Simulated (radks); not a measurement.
The mercury ion Hg+ inside a hard spherical wall (all orbitals vanish at R), configuration held at [Xe] 4f14 5d10 6s1 and not refilled when levels cross. Method: scalar-relativistic Kohn-Sham, LDA (Slater exchange, VWN5 correlation), spin-polarised, spherical densities, point nucleus; open shells are filled with parallel spins first (spin-orbit coupling, left out, can overturn this in heavy ions); computed with a radial shooting solver on a logarithmic mesh with Libxc functionals. Eigenvalues in eV for spin up, with the zero of energy where the potential of the charges vanishes at infinity; a dash marks a level that is unbound or too diffuse for the functional's potential to be trusted. A positive occupied level is held by the wall or, in an anion where self-interaction has pushed it up, behind a barrier. The pressure on the wall is -dE/dV.

R (bohr)  E (hartree)  kinetic (hartree)    e(4f)    e(5p)    e(5d)    e(6s)  e(6p, empty)  e(7s, empty)  pressure (GPa)
free      -19611.6104          22016.131  -105.43  -75.939  -19.228  -15.424        -7.947        -3.471               0
12        -19611.6104          22016.131  -105.43  -75.939  -19.228  -15.424        -7.946        -3.347        < 0.0001
8         -19611.6103          22016.133  -105.42  -75.933  -19.223  -15.418        -7.884        -1.821         0.00654
5         -19611.5859          22016.340  -104.79  -75.332  -18.674  -14.629        -5.784        10.703            4.18
3.5       -19611.2061          22018.544  -99.885  -71.006  -14.580   -7.777         5.616        50.107             151
3         -19610.5057          22021.996  -94.052  -66.142   -9.583    1.455        18.978        87.406             596
2.5       -19608.3418          22031.718  -81.653  -56.173    1.690   24.188        49.465        162.00            2790
2         -19600.5320          22063.994  -53.342  -32.786   30.604   87.732        127.70        330.58           17000
1.5       -19564.8928          22195.141   18.835   40.651   122.75   297.59        365.10        788.00          154000
